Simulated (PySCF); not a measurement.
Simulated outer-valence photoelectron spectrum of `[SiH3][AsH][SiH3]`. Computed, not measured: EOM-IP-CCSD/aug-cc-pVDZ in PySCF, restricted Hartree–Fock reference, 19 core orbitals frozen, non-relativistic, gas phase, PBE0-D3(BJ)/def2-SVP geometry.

Each root has a Gaussian of 0.4 eV full width with its one-hole share as area; cross sections and vibrations are left out, and the highest printed point is 100.

ionisation energy (eV), intensity and a bar:
```
      8.8          1 
      9.0         17 #####
      9.2         56 #################
      9.4         45 ##############
      9.6          9 ###
      9.8          2 
     10.0         16 #####
     10.2         55 ################
     10.4         47 ##############
     10.6         10 ###
     10.8          1 
     11.0          1 
     11.2         14 ####
     11.4         52 ################
     11.6         49 ###############
     11.8         14 ####
     12.0         30 #########
     12.2         93 ############################
     12.4        100 ##############################
     12.6         69 #####################
     12.8         82 #########################
     13.0         81 ########################
     13.2         42 #############
     13.4          7 ##
     13.6          0 
     13.8          0 
     14.0          0 
     14.2          0 
     14.4          0 
     14.6          0 
     14.8          0 
     15.0          0 
     15.2          0 
     15.4          0 
     15.6          0 
     15.8          0 
     16.0          0 
     16.2          1 
     16.4         16 #####
     16.6         49 ###############
     16.8         38 ###########
     17.0          7 ##
     17.2          0
```

Task: Where are the maxima, and how many lines lie under the curve?

Result: 6 maxima, at 9.3, 10.3, 11.5, 12.3, 12.9 and 16.7 eV, from 8 lines. At this width some lines have no maximum of their own.

Task: List the lines with their holes.

Result: 
```csv
E (eV),leading hole (HF orbital),area,Koopmans (eV)
9.27,HOMO,0.95,9.65
10.28,HOMO-1,0.96,10.77
11.49,HOMO-2,0.94,12.22
12.23,HOMO-3,0.94,13.10
12.38,HOMO-4,0.94,13.23
12.77,HOMO-5,0.93,13.65
13.05,HOMO-6,0.93,13.95
16.66,HOMO-7,0.83,18.55
```

The widest gap, 3.61 eV, lies between 13.05 and 16.66 eV. Only orbitals with −ε under 21 eV, eight at most, were ionised, so the high end of the curve may lack lines.
